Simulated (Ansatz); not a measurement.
`[CH2][SiH](C)O` radical, relaxed with UKS PBE-D4/def2-SVP in Ansatz 0.2.0 from a rough embedded geometry. The force threshold is 0.03 eV/Å; the program also tests the step.

Total charge 0; spin multiplicity 2.

Start:

```xyz
11

C    -0.682   -1.498   -0.208
Si   -0.085   -0.050    0.598
C     1.061    0.845   -0.500
O    -1.288    0.919    1.059
H    -0.382   -1.812   -1.169
H    -1.351   -2.225    0.377
H     0.671   -0.441    1.814
H     1.983    0.230   -0.792
H     0.598    1.159   -1.480
H     1.482    1.751   -0.048
H    -2.008    1.121    0.350
```

| step | energy (eV) | largest force (eV/Å) | largest move (Å) |
| --- | --- | --- | --- |
| 1 | -12097.1215 | 3.425 | 0.000 |
| 2 | -12097.5142 | 1.531 | 0.090 |
| 3 | -12097.5988 | 0.270 | 0.052 |
| 4 | -12097.6045 | 0.092 | 0.146 |
| 5 | -12097.6055 | 0.021 | 0.021 |

End:

```xyz
11

C    -0.690   -1.575   -0.214
Si   -0.055   -0.033    0.613
C     1.110    0.877   -0.556
O    -1.335    0.940    1.144
H    -0.289   -1.966   -1.166
H    -1.489   -2.196    0.229
H     0.662   -0.372    1.892
H     1.980    0.235   -0.808
H     0.609    1.154   -1.507
H     1.495    1.805   -0.087
H    -2.000    1.131    0.460
```

Hardware: 4 threads of an Arm Neoverse V1 on a shared host. Wall time 8.5 s, peak host memory 0.16 GiB.
